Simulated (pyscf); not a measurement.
F–SnH(F)–Cl, singlet

Gas-phase minimum from PySCF at ωB97X-D3(BJ)/def2-SVP, one conformer. 

```
Sn
F 1 1.9179
F 1 1.9180 2 103.97
H 1 1.6868 2 111.28 3 120.01
Cl 1 2.3030 4 115.55 2 -122.25
```

Properties at ωB97X-D3(BJ)/def2-SVP:

```yaml
harmonic_wavenumbers_unscaled: 139, 163, 187, 417, 564, 567, 667, 676, 2062 cm⁻¹
zero_point_energy: 7.8 kcal/mol
rotational_symmetry_number: 1
Entropy of this conformer at 298 K and 1 atm, rigid rotor and harmonic oscillator, modes under 100 cm⁻¹ raised to 100: 331.1 J/(mol K)
dipole_moment: 3.02 D
```

Single-point totals, which compare only within one level (frozen core for MP2 and CC):

```tsv
level	total energy (hartree)
ωB97X-D3(BJ)/def2-TZVP	-875.09007
PBE/def2-TZVP	-874.61766
r²SCAN/def2-TZVP	-874.96761
B3LYP-D3(BJ)/def2-TZVP	-875.08958
PBE0-D3(BJ)/def2-TZVP	-874.66097
M06-2X/def2-TZVP	-874.85167
ωB97M-D3(BJ)/def2-TZVP	-875.11427
HF/def2-TZVPP	-872.51844
MP2/def2-TZVPP	-873.52532
CCSD/def2-TZVPP	-873.53520
CCSD(T)/def2-TZVPP	-873.56798
```

The CCSD(T) − MP2 part came from Ansatz, without density fitting, on the same reference. The frozen core leaves the outer d or s,p core shells of the metals and heavy elements correlated in the MP2 and CC values, and def2-TZVPP describes them poorly, so these totals are far from the basis limit. Elements past Kr carry the def2 core potentials, without spin-orbit coupling.
